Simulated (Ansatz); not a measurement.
Born–Oppenheimer molecular dynamics of H$_{10}$NPSi$_{2}$ (14 atoms, charge 0, multiplicity 1). It starts at the highest image of a converged band. Of that band: The profile has 2 maxima (images 3, 6) with wells between them (image 5): this band takes more than one step, which may be the mechanism or a detour left from its start path. Neighbouring images differ by up to 2.0 eV, so the band resolves the path poorly. A vibrational analysis at the climbing image gives one clearly imaginary mode, 973i cm⁻¹: a first-order saddle point.

Level of theory: Ansatz 0.2.0, RKS PBE/def2-SVP.

```json
{
 "ensemble": "NVE (velocity Verlet)",
 "time step": "0.5 fs",
 "steps asked": "200",
 "starting velocities drawn for": "300 K",
 "seed": "6244"
}
```

First frame:

```xyz
14
Properties=species:S:1:pos:R:3
Si -0.483 -0.119 0.219
Si 0.364 0.159 2.720
H -0.433 0.479 3.959
H 1.090 -1.144 2.906
H 1.335 1.269 2.426
H 1.036 -0.290 0.116
H -0.775 1.322 -0.082
N -0.917 -1.471 -0.755
H -1.873 -1.808 -0.878
H -0.193 -2.120 -1.073
P -3.095 -0.088 1.206
H -3.373 -0.016 -0.209
H -3.226 -1.526 1.232
H -1.172 -0.087 1.738
```

Problem. What does the run give?

Solution. The run went to its last step.

| Property | Result |
| --- | --- |
| steps done | 200 |
| time covered | 100 fs |
| mean temperature over the second half | 1268 K |
| spread of the potential energy over the second half | 10.4 meV per atom |
| mean potential energy of the second half above the start | -107.2 meV per atom |

The conserved energy stayed within 0.26 meV per atom of its start (net change 0.12 meV per atom), so the integration is sound. The kinetic energy rose, since the run started high on the potential surface and went downhill. It ends in pieces (H3P + H7NSi2), so much of that is their flight and rotation, not heat. A run of 0.1 ps of so small a system gives no equilibrium averages. The orbitals stay closed-shell, which can raise the energy where a bond breaks towards radicals; this wasn't checked here.

Problem. What happens to the structure?

Solution. Between its relaxed ends the band would form Si1–P11, Si2–H14 and break Si1–Si2, P11–H14. These pairs go: Si1–P11 2.79 → 5.66 Å, Si2–H14 1.84 → 4.04 Å, Si1–Si2 2.66 → 2.48 Å, P11–H14 1.99 → 1.68 Å. In the last frame they stand as before the step (other bonds may differ from the relaxed reactants and products). Also parted: Si1–H14 1.67 → 4.91 Å. It ends as H3P + H7NSi2. Pairs count as bonded within 1.25 times the sum of covalent radii (0.12 Å more for H–H). This is one draw of velocities; another would differ in detail.

Problem. How do temperature and energy run in time?

Solution. 
| time (fs) | T (K) | potential energy less start (eV) | conserved less start (meV/atom) |
| --- | --- | --- | --- |
| 0 | 300 | 0.000 | 0.00 |
| 3 | 154 | 0.228 | 0.14 |
| 6 | 161 | 0.216 | 0.11 |
| 9 | 263 | 0.058 | 0.06 |
| 12 | 310 | -0.013 | 0.16 |
| 15 | 501 | -0.314 | -0.12 |
| 18 | 418 | -0.180 | 0.20 |
| 21 | 717 | -0.647 | -0.04 |
| 24 | 637 | -0.521 | 0.08 |
| 27 | 618 | -0.491 | 0.16 |
| 30 | 916 | -0.956 | -0.08 |
| 33 | 857 | -0.860 | 0.24 |
| 36 | 1159 | -1.333 | -0.10 |
| 39 | 1082 | -1.212 | 0.09 |
| 42 | 1070 | -1.193 | 0.13 |
| 45 | 1273 | -1.510 | -0.11 |
| 48 | 1107 | -1.249 | 0.25 |
| 51 | 1330 | -1.599 | -0.08 |
| 54 | 1196 | -1.388 | 0.12 |
| 57 | 1218 | -1.422 | 0.11 |
| 60 | 1374 | -1.667 | -0.12 |
| 63 | 1199 | -1.391 | 0.23 |
| 66 | 1388 | -1.689 | -0.06 |
| 69 | 1241 | -1.459 | 0.11 |
| 72 | 1260 | -1.487 | 0.12 |
| 75 | 1436 | -1.764 | -0.11 |
| 78 | 1282 | -1.520 | 0.23 |
| 81 | 1439 | -1.768 | -0.07 |
| 84 | 1222 | -1.429 | 0.12 |
| 87 | 1206 | -1.404 | 0.12 |
| 90 | 1310 | -1.568 | -0.11 |
| 93 | 1132 | -1.288 | 0.20 |
| 96 | 1258 | -1.487 | -0.05 |
| 99 | 1041 | -1.147 | 0.12 |

The run took 4.4 min on 4 threads of Arm Neoverse V1 (shared host), peak memory 0.18 GiB.
